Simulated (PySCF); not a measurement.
BeHCl, SMILES [BeH][Cl]. Atoms are numbered in the order given.

```xyz
3

Be     0.0000     0.0000    -1.3314
H      0.0000     0.0000    -2.6591
Cl     0.0000     0.0000     0.4697
```

Coordinates come from a PBE0-D3(BJ)/def2-TZVPD optimisation.

The numbers are results of PySCF with IEF-PCM-B3LYP/def2-TZVPD, not measurements.

The values are the electrostatic part of the solvation free energy, E(continuum) − E(gas) at the gas-phase geometry, in a cavity of scaled van der Waals radii (PySCF's table); cavitation and dispersion terms are not included. A continuum can't describe solvent molecules that bind to the metal. In vacuum the orbital gap is 8.59 eV. The dipole moment in vacuum is 0.42 D.

Computed values in water (ε = 78.36), chlorobenzene (ε = 5.70), chloroform (ε = 4.71):
```tsv
solvent	ε	ΔG(elec) (kcal/mol)	dipole (D)	gap (eV)
water	78.36	-4.3	0.68	8.80
chlorobenzene	5.70	-3.2	0.61	8.74
chloroform	4.71	-3.0	0.60	8.73
```
